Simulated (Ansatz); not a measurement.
Z-matrix (Å, degrees):
```
C
Si 1 1.864
H 1 1.093 2 111.2
H 1 1.093 2 111.2 3 120.2
H 1 1.092 2 110.2 3 -119.9
C 2 1.864 1 114.8 3 -60.1
C 2 1.842 1 119.2 3 148.9
C 2 1.842 1 119.2 3 90.8
H 6 1.093 2 111.2 1 -60.2
H 6 1.093 2 111.2 1 60.1
H 6 1.092 2 110.2 1 180.0
H 7 1.086 2 120.3 1 148.6
H 7 1.086 2 120.3 1 1.1
H 8 1.086 2 120.3 1 -1.1
H 8 1.086 2 120.3 1 -148.6
```

The species carries charge 0 and has multiplicity 1.

List the ωB97M-V/def2-TZVPP orbital energies in eV (the Gaussian-basis code of Ansatz). (Best estimate.)

Ansatz gave: Occupied: -1806.25, -280.96, -280.96, -280.72, -280.71, -147.36, -101.47, -101.47, -101.45, -24.03, -22.34, -21.92, -18.84, -15.84, -15.02, -14.16, -14.03, -13.60, -13.46, -13.27, -12.10, -11.04, -10.06, -8.63. Lowest empty: 2.37, 3.04, 3.27, 3.35, 3.77, 4.14, 4.31, 4.66.
